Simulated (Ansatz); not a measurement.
Molecule: trichloro(fluoro)germane, sum formula GeCl3F, charge 0, multiplicity 1. 
Coordinates optimised at B3LYP-D3(BJ)/def2-TZVP (Ansatz, a quantum-chemistry and plane-wave program):
```xyz
5

F      0.0235    -0.0797     1.9082
Ge     0.0023    -0.0078     0.1874
Cl    -1.6640    -1.1416    -0.4823
Cl     1.8287    -0.8353    -0.5126
Cl    -0.1816     2.0338    -0.3679
```

Quantity: vertical electron affinity (to the doublet state of charge -1; a negative value means that the extra electron is unbound and the number depends on the basis; each state is the SCF solution reached for its spin; the molecule has degenerate orbitals, so one determinant may break the symmetry), in eV. Valence correlation only, unless marked. UHF or UKS for open shells. No spin-orbit coupling. Frozen are the shells of the preceding noble gas and the d and f shells that filled before the atom's block. Non-relativistic. Anions need diffuse functions: def2-D sets add few. Basis-set limits of correlation are two-point, X^-3; Hartree-Fock from the larger set.

CCSD(T)/CBS(def2-TZVPPD,def2-QZVPPD) (Ansatz) gives 0.30 eV.

Another calculation gave 0.46 eV. Which level was it?
A) BHLYP/def2-TZVPD (Ansatz)
B) SVWN5/def2-TZVPD (Ansatz)
C) PBE0/def2-TZVPD (Ansatz)
D) PBE/def2-TZVPD (Ansatz)

A, BHLYP/def2-TZVPD (Ansatz). The others give 0.83 (PBE), 0.66 (PBE0), 1.06 (SVWN5) eV.
